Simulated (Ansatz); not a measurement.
```yaml
crystal:
  periodic: [false, false, false]
  atoms:
    - {symbol: F, position_ang: [-2.243288, 0.172526, -0.252899]}
    - {symbol: Si, position_ang: [-0.775100, -0.258578, -0.758450]}
    - {symbol: In, position_ang: [1.036482, 0.331036, 0.983935]}
    - {symbol: H, position_ang: [-0.824882, -1.721528, -1.038463]}
    - {symbol: H, position_ang: [-0.543601, 0.432224, -2.058502]}
    - {symbol: H, position_ang: [0.662639, 1.095257, 2.484755]}
    - {symbol: H, position_ang: [2.687740, -0.050946, 0.639613]}
basis:
  gaussian: {orbitals: def2-TZVPD}
total_charge: 1
magnetization: {spin_polarized: true, initial_magnetization: 1}
hamiltonian: {xc: {name: B3LYP-D3}}
accuracy: high
output: {forces: true}
```

```sh
$ ansatz run in.yaml --threads 2 --pin off --events-out ev --progress --plain --max-ram 4352MiB
```

(1) How does Ansatz answer? (An estimate is asked.)

Results:

(1) Computed: The program refused the input.
```
Error: YAML parse error: error: line 15 column 19: hamiltonian.xc: no functional is named "B3LYP-D3"; the names, which are not case-sensitive, are SVWN5, SPW92, PBE, PBE0, PBEsol, revPBE, revPBE0, RPBE, rPW86-PBE, HSE06, wPBEh, LC-wPBE, HISS, HF, BLYP, B3LYP, B3LYP5, BHLYP, CAM-B3LYP, r2SCAN, r2SCANh, r2SCAN0, r2SCAN50, m-r2SCAN, B97, wB97, wB97X, wB97X-V, B97M-V, wB97M-V, B2PLYP, B2GP-PLYP, PBE0-DH, PBE-QIDH
13 | total_charge: 1
14 | magnetization: {spin_polarized: true, initial_magnetization: 1}
15 | hamiltonian: {xc: {name: B3LYP-D3}}
16 | accuracy: high
17 | output: {forces: true}
```

HSE06 is defined as in plane-wave codes.
